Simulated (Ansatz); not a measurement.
Z-matrix (Å, degrees):
```
Nb
N 1 1.965
O 1 1.897 2 107.6
N 1 1.965 2 111.1 3 117.6
S 1 2.148 2 108.1 3 -123.9
H 2 1.009 1 125.2 3 127.8
H 2 1.011 1 124.3 3 -54.8
H 3 0.958 1 130.9 2 -120.1
H 4 1.009 1 125.2 2 114.5
H 4 1.011 1 124.3 2 -62.9
```

Total charge 0; spin multiplicity 1. Nb: def2 effective core potential.

(1) List the r2SCAN/def2-TZVPP orbital energies in eV (Ansatz). (Estimate.)

Answers

(1) The calculation gave: Occupied: -2407.99, -515.93, -385.01, -385.01, -212.46, -156.45, -156.44, -156.42, -63.36, -38.29, -38.12, -38.10, -25.57, -21.76, -21.65, -16.43, -12.80, -12.52, -12.52, -10.09, -10.07, -9.00, -8.55, -7.36, -7.10, -6.55, -6.51, -6.36. Lowest empty: -2.09, -1.86, -1.08, -0.32, -0.27, -0.14, 0.89, 0.98.
